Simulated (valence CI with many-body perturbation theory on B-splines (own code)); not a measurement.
Tm LV: calculated level list

Level of theory: configuration interaction combined with many-body perturbation theory (CI+MBPT): five valence electrons over a frozen Dirac-Fock core [Ne], a basis of 11 s, 11 p, 10 d, 8 f, 5 g, 2 h functions for each j, with the one-electron correlation potential Σ1 (screened to all orders), the two-electron term Σ2, the three-electron term Σ3, Breit, model QED; selected single and double excitations, second order for the rest, scaled by the run's own slope (own B-spline code, finite nucleus).

No measured spectrum was set against this ion. As an estimate, large intervals hold to a few tenths of a per cent, small ones and those within an open d or f shell to about a per cent. Among the levels kept, up to 3100 cm⁻¹ of a level comes from second order outside the variational space, and about a tenth of that is noise between levels of different J, which matters for small intervals.

Levels 46 to 90 of 166, with energies above the lowest level, (3s^2 3p1/2^2 3p3/2) J=3/2. "Leading %" is the weight of the configuration and term that name the level; weights of strongly mixed levels are sums over their largest components and can fall short. In the jj column 3d3/2^4 stands for four electrons in 3d with j = 3/2.

| No. | Configuration | Term | J | E (eV) | Leading % | g | Second component | Leading jj |
| --- | --- | --- | --- | --- | --- | --- | --- | --- |
| 46 | 3s 3p3 3d | 2D° | 5/2 | 713.61 | 25 | 1.087 | 21 % 3s 3p3 3d 2F° | 3s 3p1/2^2 3p3/2 3d5/2 (80 %) |
| 47 | 3s 3p3 3d | 2P° | 3/2 | 716.05 | 12 | 1.257 | 10 % 3s 3p3 3d 4P° | 3s 3p1/2^2 3p3/2 3d5/2 (69 %) |
| 48 | 3s2 3p2 3d | 2F | 7/2 | 731.51 | 47 | 1.105 | 25 % 3s2 3p2 3d 2G | 3s^2 3p3/2^2 3d3/2 (96 %) |
| 49 | 3s2 3p2 3d | 2D | 5/2 | 731.67 | 28 | 1.169 | 21 % 3s2 3p2 3d 4D | 3s^2 3p3/2^2 3d3/2 (87 %) |
| 50 | 3s2 3p 3d2 | 4G° | 7/2 | 732.28 | 56 | 1.021 | 13 % 3s2 3p 3d2 4F° | 3s^2 3p1/2 3d3/2 3d5/2 (94 %) |
| 51 | 3s2 3p2 3d | 4P | 3/2 | 734.70 | 23 | 1.185 | 21 % 3s2 3p2 3d 2D | 3s^2 3p3/2^2 3d3/2 (76 %) |
| 52 | 3s2 3p 3d2 | 2D° | 5/2 | 735.92 | 24 | 1.065 | 19 % 3s2 3p 3d2 4D° | 3s^2 3p1/2 3d3/2 3d5/2 (94 %) |
| 53 | 3s2 3p2 3d | 4P | 1/2 | 736.00 | 39 | 1.639 | 19 % 3s2 3p2 3d 2P | 3s^2 3p3/2^2 3d3/2 (77 %) |
| 54 | 3s2 3p 3d2 | 4D° | 3/2 | 741.91 | 42 | 1.183 | 20 % 3s2 3p 3d2 2D° | 3s^2 3p1/2 3d3/2 3d5/2 (92 %) |
| 55 | 3s2 3p 3d2 | 4P° | 1/2 | 743.47 | 45 | 1.810 | 26 % 3s2 3p 3d2 4D° | 3s^2 3p1/2 3d3/2 3d5/2 (94 %) |
| 56 | 3s2 3p 3d2 | 2H° | 9/2 | 745.42 | 47 | 1.029 | 32 % 3s2 3p 3d2 2G° | 3s^2 3p1/2 3d3/2 3d5/2 (96 %) |
| 57 | 3s2 3p2 3d | 2D | 3/2 | 751.47 | 68 | 0.836 | 10 % 3s2 3p2 3d 4F | 3s^2 3p3/2^2 3d3/2 (89 %) |
| 58 | 3s2 3p2 3d | 2F | 7/2 | 764.77 | 51 | 1.232 | 38 % 3s2 3p2 3d 4D | 3s^2 3p3/2^2 3d5/2 (98 %) |
| 59 | 3s2 3p2 3d | 4F | 9/2 | 766.78 | 61 | 1.238 | 38 % 3s2 3p2 3d 2G | 3s^2 3p3/2^2 3d5/2 (98 %) |
| 60 | 3s2 3p 3d2 | 4D° | 5/2 | 772.83 | 25 | 1.157 | 17 % 3s2 3p 3d2 4F° | 3s^2 3p1/2 3d3/2 3d5/2 (82 %) |
| 61 | 3s2 3p2 3d | 2P | 1/2 | 774.22 | 54 | 1.241 | 27 % 3s2 3p2 3d 2S | 3s^2 3p3/2^2 3d5/2 (94 %) |
| 62 | 3s2 3p 3d2 | 2F° | 7/2 | 775.40 | 36 | 1.156 | 22 % 3s2 3p 3d2 2G° | 3s^2 3p1/2 3d3/2 3d5/2 (82 %) |
| 63 | 3s2 3p 3d2 | 4D° | 3/2 | 781.24 | 21 | 1.333 | 20 % 3s2 3p 3d2 2P° | 3s^2 3p1/2 3d3/2 3d5/2 (83 %) |
| 64 | 3s2 3p2 3d | 2D | 5/2 | 794.29 | 75 | 1.200 | 16 % 3s2 3p2 3d 4D | 3s^2 3p3/2^2 3d5/2 (98 %) |
| 65 | 3s2 3p2 3d | 2P | 3/2 | 806.22 | 43 | 1.183 | 27 % 3s2 3p2 3d 2D | 3s^2 3p3/2^2 3d5/2 (94 %) |
| 66 | 3s2 3p 3d2 | 2F° | 7/2 | 808.63 | 28 | 1.212 | 28 % 3s2 3p 3d2 4D° | 3s^2 3p1/2 3d5/2^2 (86 %) |
| 67 | 3s2 3p 3d2 | 4G° | 9/2 | 809.78 | 28 | 1.117 | 24 % 3s2 3p 3d2 2H° | 3s^2 3p1/2 3d5/2^2 (93 %) |
| 68 | 3s2 3p2 3d | 2D | 5/2 | 811.37 | 51 | 1.170 | 18 % 3s2 3p2 3d 2F | 3s^2 3p3/2^2 3d5/2 (92 %) |
| 69 | 3s2 3p 3d2 | 2P° | 3/2 | 817.79 | 26 | 1.333 | 22 % 3s2 3p 3d2 2D° | 3s^2 3p1/2 3d5/2^2 (92 %) |
| 70 | 3s2 3p 3d2 | 2F° | 5/2 | 818.13 | 38 | 1.098 | 21 % 3s2 3p 3d2 4D° | 3s^2 3p1/2 3d5/2^2 (94 %) |
| 71 | 3s 3p2 3d2 | 4F | 3/2 | 820.04 | 42 | 0.429 | 32 % 3s 3p2 3d2 6G | 3s 3p1/2^2 3d3/2^2 (96 %) |
| 72 | 3s 3p2 3d2 | 4F | 5/2 | 829.33 | 25 | 1.059 | 15 % 3s 3p2 3d2 6G | 3s 3p1/2^2 3d3/2^2 (94 %) |
| 73 | 3p5 | 2P° | 3/2 | 830.70 | 20 | 1.243 | 19 % 3s 3p3 3d 6D° | 3s 3p1/2 3p3/2^2 3d3/2 (72 %) |
| 74 | 3s2 3p 3d2 | 2P° | 1/2 | 840.92 | 31 | 1.294 | 19 % 3s 3p3 3d 6D° | 3s 3p1/2 3p3/2^2 3d3/2 (49 %) |
| 75 | 3s 3p3 3d | 4F° | 5/2 | 841.32 | 37 | 1.219 | 24 % 3s 3p3 3d 6D° | 3s 3p1/2 3p3/2^2 3d3/2 (91 %) |
| 76 | 3s2 3p 3d2 | 2P° | 1/2 | 841.63 | 35 | 1.364 | 22 % 3s 3p3 3d 6D° | 3s^2 3p1/2 3d5/2^2 (47 %) |
| 77 | 3s 3p2 3d2 | 4P | 1/2 | 847.35 | 45 | 2.407 | 27 % 3s 3p2 3d2 6D | 3s 3p1/2^2 3d3/2^2 (93 %) |
| 78 | 3p5 | 2P° | 3/2 | 851.73 | 46 | 1.277 | 13 % 3s 3p3 3d 6D° | 3p1/2^2 3p3/2^3 (46 %) |
| 79 | 3s 3p3 3d | 4G° | 7/2 | 852.01 | 31 | 1.191 | 26 % 3s 3p3 3d 4F° | 3s 3p1/2 3p3/2^2 3d3/2 (92 %) |
| 80 | 3s 3p3 3d | 4G° | 9/2 | 865.57 | 42 | 1.154 | 41 % 3s 3p3 3d 2G° | 3s 3p1/2 3p3/2^2 3d3/2 (95 %) |
| 81 | 3s 3p3 3d | 4F° | 3/2 | 872.18 | 43 | 0.802 | 21 % 3s 3p3 3d 2D° | 3s 3p1/2 3p3/2^2 3d3/2 (88 %) |
| 82 | 3s 3p3 3d | 4P° | 5/2 | 878.60 | 29 | 1.346 | 19 % 3s 3p3 3d 4D° | 3s 3p1/2 3p3/2^2 3d3/2 (88 %) |
| 83 | 3s 3p3 3d | 4D° | 7/2 | 879.02 | 34 | 1.236 | 20 % 3s 3p3 3d 2F° | 3s 3p1/2 3p3/2^2 3d3/2 (81 %) |
| 84 | 3s 3p3 3d | 4D° | 1/2 | 881.29 | 55 | 0.620 | 7 % 3s 3p3 3d 2S° | 3s 3p1/2 3p3/2^2 3d3/2 (80 %) |
| 85 | 3s 3p3 3d | 4P° | 3/2 | 886.81 | 31 | 1.475 | 24 % 3s 3p3 3d 4S° | 3s 3p1/2 3p3/2^2 3d3/2 (88 %) |
| 86 | 3s 3p2 3d2 | 4F | 7/2 | 887.62 | 28 | 1.231 | 20 % 3s 3p2 3d2 6G | 3s 3p1/2^2 3d3/2 3d5/2 (94 %) |
| 87 | 3s 3p3 3d | 4F° | 3/2 | 892.30 | 33 | 0.874 | 20 % 3s 3p3 3d 4D° | 3s 3p1/2 3p3/2^2 3d3/2 (93 %) |
| 88 | 3s 3p3 3d | 2F° | 5/2 | 892.51 | 25 | 1.036 | 21 % 3s 3p3 3d 4F° | 3s 3p1/2 3p3/2^2 3d3/2 (94 %) |
| 89 | 3s 3p2 3d2 | 4F | 5/2 | 892.60 | 19 | 1.185 | 16 % 3s 3p2 3d2 6G | 3s 3p1/2^2 3d3/2 3d5/2 (94 %) |
| 90 | 3s 3p3 3d | 2G° | 7/2 | 894.07 | 54 | 1.074 | 15 % 3s 3p3 3d 6D° | 3s 3p1/2 3p3/2^2 3d3/2 (81 %) |

Where two levels of one J and parity lie close, their mixing, g and order are uncertain.
